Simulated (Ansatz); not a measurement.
hydrogen fluoride, charge +1, doublet, at a GFN2-xTB geometry (a state made from the parent by changing its charge; the spin is typed, not shown lowest); WB97X-V/def2-SVPD (Ansatz, an electronic-structure program).

Ansatz was given this input:
Ansatz 0.2 input:
```yaml
crystal:
  periodic: [false, false, false]
  atoms:
    - {symbol: F, position_ang: [-0.00000000, -0.00000000, -0.10443316]}
    - {symbol: H, position_ang: [0.00000000, 0.00000000, 0.93989843]}
basis:
  gaussian:
    orbitals: def2-SVPD
hamiltonian:
  xc: {name: wB97X-V}
total_charge: 1
magnetization: {spin_polarized: true, initial_magnetization: 1}
accuracy: high
```

Task: Write the output that Ansatz gives for this input, abridged.

Result: 
```
Functional definition: wB97X-V
501 factors; integrals over basis functions are off by at most 3.5e-9 eV
156 factors; integrals over basis functions are off by at most 1.3e-9 eV
mean field evaluation 1: about -2710.7895 eV, gradient 3.3e1 eV
mean field evaluation 2: about -2712.4047 eV, gradient 2.5e1 eV
mean field evaluation 4: about -2714.2166 eV, gradient 1.2e-1 eV
mean field evaluation 8: about -2714.2159 eV, gradient 1.9e-3 eV
mean field evaluation 16: about -2714.2159 eV, gradient 2.1e-8 eV
mean field -2714.21589458 eV, -99.7455943644 hartree, gradient 2.1e-8 eV, S^2 0.751926; 0 other end points of the search recorded, 0 dependent functions left out
reference -2714.21589445 eV, -99.7455943593 hartree; 5, 4 occupied and 26, 27 virtual orbitals, 501 factors
Total energy: -2714.21589445 eV, -99.7455943593 hartree
```
